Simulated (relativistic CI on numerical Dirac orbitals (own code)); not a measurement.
# Electric-dipole lines of Lu20+

These numbers are calculated, not measured: Dirac-Coulomb-Breit CI, separate exchange-only KLI orbitals for each configuration, a model potential for QED, unscaled Slater integrals (own radial code, finite nucleus).

CI space (outside the closed core [Ar] 3d10): 4s2.4p6.4d10.4f5, 4s2.4p6.4d10.4f4.5s, 4s2.4p6.4d10.4f3.5s2, 4s2.4p6.4d10.4f4.5p, 4s2.4p6.4d10.4f3.5s.5p, 4s2.4p6.4d9.4f6, 4s2.4p6.4d10.4f3.5p2, 4s2.4p6.4d10.4f3.5s.5d, 4s2.4p6.4d10.4f4.5d, 4s2.4p5.4d10.4f6, 4s2.4p6.4d10.4f4.6s, 4s2.4p6.4d10.4f4.6p, 4s2.4p6.4d10.4f4.7s, 4p6.4d10.4f7. Levels of other configurations are missing.

| λ vac (nm) | Lower | Upper | A (s⁻¹) | log gf | S velocity/length |
| --- | --- | --- | --- | --- | --- |
| 18.924 | 4s2.4p6.4d10.4f5 6H°_11/2 [4] | 4s2.4p6.4d10.4f4.5s 4G_11/2 [360] | 2.37e+03 | -6.82 | 1.23 |
| 20.799 | 4s2.4p6.4d10.4f5 6H°_9/2 [3] | 4s2.4p6.4d10.4f4.5s 4F_7/2 [292] | 3.46e+03 | -6.75 | 4.36 |
| 21.044 | 4s2.4p6.4d10.4f5 6H°_5/2 [1] | 4s2.4p6.4d10.4f4.5s 6D_3/2 [263] | 9.77e+03 | -6.59 | 3.72 |
| 21.105 | 4s2.4p6.4d10.4f5 6H°_7/2 [2] | 4s2.4p6.4d10.4f4.5s 4F_5/2 [272] | 4.25e+03 | -6.77 | 2.50 |
| 21.314 | 4s2.4p6.4d10.4f5 6H°_9/2 [3] | 4s2.4p6.4d10.4f4.5s 2G_7/2 [275] | 1.53e+04 | -6.08 | 3.16 |
| 21.669 | 4s2.4p6.4d10.4f5 4I°_15/2 [62] | 4s2.4p6.4d10.4f4.5s 2I_13/2 [363] | 8.82e+04 | -5.06 | 4.65 |
| 21.887 | 4s2.4p6.4d10.4f5 6H°_7/2 [2] | 4s2.4p6.4d10.4f4.5s 4G_5/2 [240] | 4.31e+04 | -5.73 | 3.82 |
| 21.912 | 4s2.4p6.4d10.4f5 6F°_3/2 [6] | 4s2.4p6.4d10.4f4.5s 6D_3/2 [263] | 3.77e+04 | -5.96 | 2.68 |
| 22.054 | 4s2.4p6.4d10.4f5 6H°_7/2 [2] | 4s2.4p6.4d10.4f4.5s 4D_5/2 [236] | 6.21e+03 | -6.57 | 0.60 |
| 22.071 | 4s2.4p6.4d10.4f5 6H°_9/2 [3] | 4s2.4p6.4d10.4f4.5s 4G_7/2 [243] | 3.83e+03 | -6.65 | 2.34 |
| 22.145 | 4s2.4p6.4d10.4f5 6F°_1/2 [5] | 4s2.4p6.4d10.4f4.5s 6D_1/2 [255] | 3.46e+04 | -6.29 | 2.89 |
| 22.362 | 4s2.4p6.4d10.4f5 4K°_13/2 [34] | 4s2.4p6.4d10.4f4.5s 4K_15/2 [327] | 8.00e+04 | -5.02 | 1.41 |
| 22.382 | 4s2.4p6.4d10.4f5 4I°_11/2 [31] | 4s2.4p6.4d10.4f4.5s 4K_13/2 [319] | 9.21e+04 | -5.01 | 3.29 |
| 22.826 | 4s2.4p6.4d10.4f5 6H°_5/2 [1] | 4s2.4p6.4d10.4f4.5s 6G_5/2 [216] | 2.81e+04 | -5.88 | 1.56 |
| 23.192 | 4s2.4p6.4d10.4f5 6H°_5/2 [1] | 4s2.4p6.4d10.4f4.5s 6F_7/2 [210] | 2.00e+03 | -6.89 | 0.56 |
| 23.261 | 4s2.4p6.4d10.4f5 2N°_19/2 [58] | 4s2.4p6.4d10.4f4.5s 2N_21/2 [328] | 8.08e+04 | -4.84 | 3.71 |
| 23.572 | 4s2.4p6.4d10.4f5 2I°_11/2 [144] | 4s2.4p6.4d10.4f4.5s 2H_11/2 [380] | 9.37e+04 | -5.03 | 0.61 |
| 23.701 | 4s2.4p6.4d10.4f5 6H°_9/2 [3] | 4s2.4p6.4d10.4f4.5s 6F_9/2 [212] | 2.04e+03 | -6.77 | 0.40 |
| 27.037 | 4s2.4p6.4d10.4f5 2K°_15/2 [122] | 4s2.4p6.4d10.4f4.5s 2K_13/2 [313] | 6.16e+04 | -5.02 | 4.41 |
| 32.775 | 4s2.4p6.4d10.4f5 2L°_15/2 [170] | 4s2.4p6.4d10.4f4.5s 2L_17/2 [298] | 3.79e+04 | -4.96 | 1.66 |

Terms are leading LS components. Brackets give the number of a level in order of energy, since labels repeat. The list gives strong lines, with weight on those to low levels, among the lowest 400 of 9633 levels, so that lines to higher ones, which can be the strongest, are missing. Levels whose partners in the same complex of configurations lie outside the list can be far off, and so can their lines. Rates are taken at the computed energies, electric ones in the length gauge. A velocity-to-length ratio far from 1 marks an uncertain rate.

At this charge energies of transitions that change n are usually good to better than 1 %, and those within a shell (Δn = 0) to a few per cent. Terms inside the open d or f shell come out 10 to 20 % too wide with unscaled integrals.

LS names give the leading component of a level, which can be under half, so a name can repeat, a term be missing and a line seem to break the LS rules.
